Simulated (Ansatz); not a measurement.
Reaction (ligand exchange at the Al–O bond): `[NH2][Al]([NH2])[O][SiH3]` + HBr → `[NH2][Al]([NH2])[Br]` + `O[SiH3]`

Program: Ansatz. Geometries: PBE0-D4/def2-TZVP. ΔE: electronic, gas phase. CCSD(T)/CBS adds triple-zeta CCSD(T) − MP2 to the extrapolated MP2 energy (def2 sets, frozen cores). DFT in def2-TZVPP. For Br outer-core shells are correlated without core-valence functions, which leaves a few kJ/mol of doubt a bond. Scalar relativity is left out up to krypton. One conformer a species, not always the lowest.

`[NH2][Al]([NH2])[O][SiH3]`:

```xyz
12

N     1.281    1.886    0.305
Al    0.556    0.303    0.574
N     0.944   -0.676    1.987
O    -0.544   -0.294   -0.554
Si   -1.594   -0.866   -1.640
H     1.946    2.337    0.909
H     1.081    2.468   -0.491
H     1.583   -0.420    2.720
H     0.549   -1.584    2.167
H    -1.221   -0.426   -3.013
H    -1.614   -2.355   -1.616
H    -2.968   -0.374   -1.347
```

HBr:

```xyz
2

Br    0.330    0.171    0.605
H    -0.330   -0.171   -0.605
```

`[NH2][Al]([NH2])[Br]`:

```xyz
8

N     1.196   -0.240   -1.021
Al    0.093   -0.305    0.347
N    -1.338    0.706    0.491
Br    0.539   -1.767    2.009
H     2.014   -0.819   -1.103
H     1.107    0.365   -1.820
H    -1.643    1.392   -0.178
H    -1.969    0.668    1.274
```

`O[SiH3]`:

Z-matrix (Å, degrees):
```
Si
O 1 1.648
H 1 1.489 2 111.7
H 1 1.489 2 111.7 3 120.9
H 1 1.481 2 105.9 3 -119.6
H 2 0.957 1 117.9 3 -60.5
```

Q: Is it downhill or uphill in electronic energy at CCSD(T)/CBS, and by how much? (Best estimate.)

A: Ansatz gave: Downhill: ΔE = -0.09 eV.

Q: What do these levels give: PBE-D4, PBE0-D4, r2SCAN, LC-ωPBE, CCSD(T)/def2-SVP, CCSD/CBS(def2)? (Best estimate.)

A: Ansatz gave: PBE-D4 -0.14, PBE0-D4 -0.15, r2SCAN -0.11, LC-ωPBE -0.11, CCSD(T)/def2-SVP 0.01, CCSD/CBS(def2) -0.07 eV.

Largest T1 diagnostic among the species: 0.011.

At CCSD(T), def2-SVP lies +0.10 eV from the extrapolated value and def2-TZVPP +0.03 eV. Leaving LDA and LC-ωPBE aside and taking each functional with its dispersion term where it has one, the values, not all of them listed here, spread over 0.16 eV, from HSE06-D4 to CAM-B3LYP-D4. LDA lies +0.05 eV from PBE without D4.
